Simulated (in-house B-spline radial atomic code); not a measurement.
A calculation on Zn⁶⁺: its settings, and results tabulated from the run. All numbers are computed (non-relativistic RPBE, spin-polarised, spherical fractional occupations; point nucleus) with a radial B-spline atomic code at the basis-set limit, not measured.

Command:
```bash
python run_scf.py task.json out
```
Settings:
```
Z                30
configuration    [Ar] 3d6
hamiltonian      nr
method           rpbe,pbe
spin_polarised   True
```

Output (hartree, bohr):
```
 radial grid: 45 intervals, B-splines of order 8, outer radius 10.2985 bohr

 iter        energy (Eh)    residual
    1       -1744.895542    1.10e+00
    2       -1759.644272    7.61e-01
    3       -1766.969633    1.88e-01
    4       -1767.516671    3.89e-02
    5       -1767.528444    2.48e-02
    6       -1767.538646    1.00e-03
    7       -1767.538657    4.72e-05
    8       -1767.538657    2.03e-06
    9       -1767.538657    2.86e-08

 total energy                     -1767.53866
 kinetic                            1766.5045
 electron-nucleus                  -4122.2885
 Hartree                             655.5846
 exchange-correlation                -67.3392

 orbital      occ     eigenvalue          <r>       <r^2>       <1/r>     <1/r^3>       r_max
 1s up      1.000      -350.3102    0.0511035  0.00349951     29.5112           -     0.03371
 1s down    1.000      -350.3105    0.0511031  0.00349942     29.5113           -      0.0337
 2s up      1.000       -46.4060     0.229848   0.0622419     6.43161           -      0.1926
 2s down    1.000       -46.2753     0.229404    0.061993     6.44526           -      0.1924
 2p up      3.000       -41.4363     0.199877   0.0489143     6.39461     753.908      0.1536
 2p down    3.000       -41.3414      0.19941   0.0486674     6.40638     756.898      0.1535
 3s up      1.000        -9.0720     0.665353    0.507652     2.12967           -      0.5878
 3s down    1.000        -8.8500     0.668681    0.512959     2.11506           -      0.5892
 3p up      3.000        -7.4704     0.676451    0.533389     2.02493     108.581       0.583
 3p down    3.000        -7.2484     0.681408    0.541682     2.00757     106.283       0.585
 3d up      5.000        -4.7316     0.695126    0.587538     1.79833     13.1866      0.5268
 3d down    1.000        -4.5024     0.708382     0.61282     1.77344     12.8342      0.5328
```

Cost of the run: 0.11 s on 1 thread of Arm Neoverse V1, with other jobs on the host.
